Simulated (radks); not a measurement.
Results of a calculation; reference values are marked as such.
Ionisation of the gadolinium ion Gd2+, [Xe] 4f7 5d1, to Gd3+, [Xe] 4f7, under several functionals. Dirac Kohn-Sham, spin-unpolarised, spherical densities, point nucleus; open shells fill j = l - 1/2 first; a radial shooting solver on a logarithmic mesh with Libxc functionals.

functional         E(Gd2+) (hartree)  Exc (hartree)  IE (eV)  -e(HOMO) (eV)  <r> HOMO (bohr)  IE error (eV)
AM05                     -11272.2195      -242.1686   19.945         15.255            2.329         -0.595
PW91                     -11280.8069      -250.8421   20.109         15.382            2.350         -0.431
PBEsol                   -11275.6468      -245.6242   19.985         15.287            2.331         -0.555
exchange-only PBE        -11275.9341      -245.8979   19.170         14.524            2.417         -1.370
Wu-Cohen GGA             -11278.5406      -248.5539   19.987         15.277            2.331         -0.553
BLYP                     -11280.3236      -250.3378   20.009         15.304            2.368         -0.531
HCTH/407                 -11286.2261      -256.5395   20.226         15.519            2.353         -0.314

NIST Atomic Spectra Database: 20.54 eV (semi-empirical). Closest: HCTH/407. The Delta-SCF values span 1.06 eV, the total energies 14.01 hartree. The highest occupied level is 5d3/2. Spin polarisation and multiplet splitting are left out, so open shells lie too high by an amount that depends on their filling.

Beside tabulated values, note that spin-unpolarised runs miss the spin-polarisation part of the exchange energy of open shells.
